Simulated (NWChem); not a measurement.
System: CAuO cation; SMILES [O+]#[C-]->[Au+]

Output (shortened):

```
             Northwest Computational Chemistry Package (NWChem) 7.3.0
             --------------------------------------------------------

 ORDER OF PRIMARY AXIS IS BEING SET TO 4
 C4V symmetry detected

                             Geometry "geometry" -> ""
                             -------------------------

 Output coordinates in angstroms (scale by  1.889725989 to convert to a.u.)

  No.       Tag          Charge          X              Y              Z
 ---- ---------------- ---------- -------------- -------------- --------------
    1 Au                  79.0000     0.00000000     0.00000000    -0.38466039
    2 O                    8.0000     0.00000000     0.00000000     2.65692899
    3 C                    6.0000     0.00000000     0.00000000     1.52212312

 Effective nuclear repulsion energy (a.u.)     263.8849514304

      Symmetry information
      --------------------

 Group name             C4v
 Group number             18
 Group order               8
 No. of unique centers     3

 Summary of "ao basis" -> "ao basis" (spherical)
 ------------------------------------------------------------------------------
       Tag                 Description            Shells   Functions and Types
 ---------------- ------------------------------  ------  ---------------------
 Au                         def2-svp                12       32   6s3p2d1f
 O                          def2-svp                 6       14   3s2p1d
 C                          def2-svp                 6       14   3s2p1d

      Symmetry analysis of basis
      --------------------------

        a1         24
        a2          0
        b1          5
        b2          5
        e          26

            General Information
            -------------------
          SCF calculation type: DFT
          Wavefunction type:  closed shell.
          No. of atoms     :     3
          No. of electrons :    32
           Alpha electrons :    16
            Beta electrons :    16
          Charge           :     1
          Spin multiplicity:     1
          Use of symmetry is: on ; symmetry adaption is: on
          Maximum number of iterations: 150
          AO basis - number of functions:    60
                     number of shells:    24
          Convergence on energy requested:  1.00D-06
          Convergence on density requested:  1.00D-05
          Convergence on gradient requested:  5.00D-04

              XC Information
              --------------
          PerdewBurkeErnzerhof Exchange Functional  1.000
            Perdew 1991 LDA Correlation Functional  1.000 local
           PerdewBurkeErnz. Correlation Functional  1.000 non-local

             Grid Information
             ----------------
          Grid used for XC integration:  medium
          Radial quadrature: Mura-Knowles
          Angular quadrature: Lebedev.
          Tag              B.-S. Rad. Rad. Pts. Rad. Cut. Ang. Pts.
          ---              ---------- --------- --------- ---------
          Au                  1.35      123           8.0       590
          O                   0.60       49          10.0       434
          C                   0.70       49           8.0       434
          Grid pruning is: on
          Number of quadrature shells:   221
          Spatial weights used:  Erf1

      Superposition of Atomic Density Guess
      -------------------------------------

 Sum of atomic energies:        -264.76005704

 Renormalizing density from      33.00 to     32

      Non-variational initial energy
      ------------------------------

 Total energy =    -244.295887
 1-e energy   =    -533.600739
 2-e energy   =     208.839006
 HOMO         =      -0.798690
 LUMO         =      -0.423222

      Symmetry analysis of molecular orbitals - initial
      -------------------------------------------------

 !! scf_movecs_sym_adapt:   10 vectors were symmetry contaminated

  Symmetry fudging

 !! scf_movecs_sym_adapt:    8 vectors were symmetry contaminated

  Numbering of irreducible representations:

     1 a1          2 a2          3 b1          4 b2          5 e

  Orbital symmetries:

     1 a1          2 a1          3 a1          4 a1          5 e
     6 e           7 a1          8 a1          9 a1         10 e
    11 e          12 b2         13 b1         14 e          15 e
    16 a1         17 a1         18 e          19 e          20 e
    21 e          22 a1         23 a1         24 a1         25 b2
    26 b1

     ---------------------------------------------
      Total Density - Mulliken Population Analysis
     ---------------------------------------------

    Atom       Charge   Shell Charges
 -----------   ------   -------------------------------------------------------
    1 Au  19    18.51   0.07 -0.48  1.84  0.60  0.56  0.10  5.65  0.38  0.01  9.11  0.67  0.01
    2 O    8     8.33   1.99  1.20  0.58  3.08  1.45  0.02
    3 C    6     5.15   1.99  1.01  0.37  1.28  0.42  0.08

   convergence    iter        energy       DeltaE   RMS-Dens  Diis-err
 ---------------- ----- ----------------- --------- --------- ---------
 d= 0,ls=0.0,diis     1   -248.3568011536 -3.29D+02  4.14D-02  1.83D+00
 d= 0,ls=0.0,diis     2   -247.1434599517  1.21D+00  2.97D-02  1.36D+01
 d= 0,ls=0.0,diis     3   -248.5771362829 -1.43D+00  5.68D-03  1.07D-01
 d= 0,ls=0.0,diis     4   -248.5774995455 -3.63D-04  3.53D-03  9.74D-02
 d= 0,ls=0.0,diis     5   -248.5845582433 -7.06D-03  1.73D-03  2.28D-02
  Resetting Diis
 d= 0,ls=0.0,diis     6   -248.5873006608 -2.74D-03  2.22D-04  6.94D-05
 d= 0,ls=0.0,diis     7   -248.5873076400 -6.98D-06  1.47D-04  1.22D-05
 d= 0,ls=0.0,diis     8   -248.5873016137  6.03D-06  8.04D-05  7.15D-05
 d= 0,ls=0.0,diis     9   -248.5873087832 -7.17D-06  3.05D-05  5.34D-06
 d= 0,ls=0.0,diis    10   -248.5873092955 -5.12D-07  7.51D-06  3.92D-07

         Total DFT energy =     -248.587309295511
      One electron energy =     -542.921295404031
           Coulomb energy =      240.229291360454
    Exchange-Corr. energy =      -26.361152148630
 Nuclear repulsion energy =       80.465846896695

 Numeric. integr. density =       32.000002424367

                  Occupations of the irreducible representations
                  ----------------------------------------------

                     irrep           alpha         beta
                     --------     --------     --------
                     a1                8.0          8.0
                     a2                0.0          0.0
                     b1                1.0          1.0
                     b2                1.0          1.0
                     e                 6.0          6.0

                       DFT Final Molecular Orbital Analysis
                       ------------------------------------

 Vector   14  Occ=2.000000D+00  E=-5.502081D-01  Symmetry=b1
              MO Center= -3.9D-16,  8.5D-16, -3.9D-01, r^2= 8.3D-01
   Bfn.  Coefficient  Atom+Function         Bfn.  Coefficient  Atom+Function
  ----- ------------  ---------------      ----- ------------  ---------------
    20      0.891491  1 Au d  2              25      0.206982  1 Au d  2

 Vector   15  Occ=2.000000D+00  E=-5.502080D-01  Symmetry=b2
              MO Center=  3.3D-16, -3.0D-16, -3.9D-01, r^2= 8.3D-01
   Bfn.  Coefficient  Atom+Function         Bfn.  Coefficient  Atom+Function
  ----- ------------  ---------------      ----- ------------  ---------------
    16      0.891491  1 Au d -2              21      0.206983  1 Au d -2

 Vector   16  Occ=2.000000D+00  E=-5.276548D-01  Symmetry=a1
              MO Center= -2.3D-15, -1.8D-14, -1.4D-01, r^2= 1.6D+00
   Bfn.  Coefficient  Atom+Function         Bfn.  Coefficient  Atom+Function
  ----- ------------  ---------------      ----- ------------  ---------------
    18      0.720065  1 Au d  0               5     -0.401607  1 Au s
     3      0.335490  1 Au s                 49     -0.230861  3 C  s
     2     -0.209872  1 Au s                 23      0.175135  1 Au d  0
    52      0.138264  3 C  pz                48     -0.117020  3 C  s
    38     -0.110138  2 O  pz                55      0.109949  3 C  pz

 Vector   17  Occ=0.000000D+00  E=-3.902059D-01  Symmetry=a1
              MO Center=  1.8D-15,  1.1D-14, -7.7D-01, r^2= 2.6D+00
   Bfn.  Coefficient  Atom+Function         Bfn.  Coefficient  Atom+Function
  ----- ------------  ---------------      ----- ------------  ---------------
     5      1.026605  1 Au s                 49     -0.523975  3 C  s
     3     -0.451663  1 Au s                  6      0.314099  1 Au s
    55      0.306492  3 C  pz                 2      0.292260  1 Au s
    18      0.265359  1 Au d  0              48     -0.243366  3 C  s
     9      0.212682  1 Au pz                 4     -0.204829  1 Au s

 Vector   18  Occ=0.000000D+00  E=-3.333639D-01  Symmetry=e
              MO Center=  2.2D-16,  9.2D-17,  1.4D+00, r^2= 2.3D+00
   Bfn.  Coefficient  Atom+Function         Bfn.  Coefficient  Atom+Function
  ----- ------------  ---------------      ----- ------------  ---------------
    50      0.553357  3 C  px                53      0.441909  3 C  px
    36     -0.420043  2 O  px                39     -0.380484  2 O  px
    19      0.271814  1 Au d  1              13      0.209900  1 Au px
     7     -0.146740  1 Au px                10      0.093718  1 Au px
    24      0.049910  1 Au d  1              59      0.029955  3 C  d  1

[...]
```

Level: PBE/def2-SVP with def2 effective core potentials on Au. All runs use the structure optimised with PBE-D3(BJ)/def2-SVP. This spin state was assumed; another may lie lower. def2 effective core potentials on Au; no spin-orbit coupling.

Problem. Write an input that gives this output.

Solution. One answer among several that fit: the input that was run:
```
start job
memory heap 200 mb stack 900 mb global 1100 mb
charge 1
geometry units angstroms noautoz
  Au    -0.273504    -0.213409    -0.225694
  O      1.736817     1.354378     1.433197
  C      0.986770     0.769450     0.814268
end
basis spherical
  Au library def2-svp
  O library def2-svp
  C library def2-svp
end
ecp
  Au library def2-ecp
end
dft
  xc xpbe96 cpbe96
  iterations 150
  mulliken
end
task dft energy
```
